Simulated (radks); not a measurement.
Ionisation of neutral cadmium, [Kr] 4d10 5s2, to [Kr] 4d10 5s1 as the strength of local exchange is varied. Method: Dirac Kohn-Sham, Slater X-alpha exchange (alpha = 2/3 is LDA exchange), no correlation, spin-unpolarised, spherical densities, point nucleus; computed with a radial shooting solver on a logarithmic mesh with Libxc functionals.

alpha,E(Cd) (hartree),exchange (hartree),IE (eV),-e of the level emptied (eV),<r> of it (bohr)
0.624,-5577.15715,-135.43003,8.236,4.653 (5s1/2),2.966
0.667,-5586.49757,-145.00759,8.550,4.936 (5s1/2),2.929
0.727,-5599.55710,-158.42408,8.997,5.340 (5s1/2),2.881
0.928,-5643.53012,-203.81354,10.563,6.777 (5s1/2),2.732
1.017,-5663.11055,-224.12926,11.289,7.454 (5s1/2),2.673

NIST Atomic Spectra Database: 8.994 eV (measured). The Delta-SCF value meets it near alpha = 0.73. Spin polarisation and multiplet splitting are left out, so open shells lie too high by an amount that depends on their filling.

Beside tabulated values, note that spin-unpolarised runs miss the spin-polarisation part of the exchange energy of open shells.
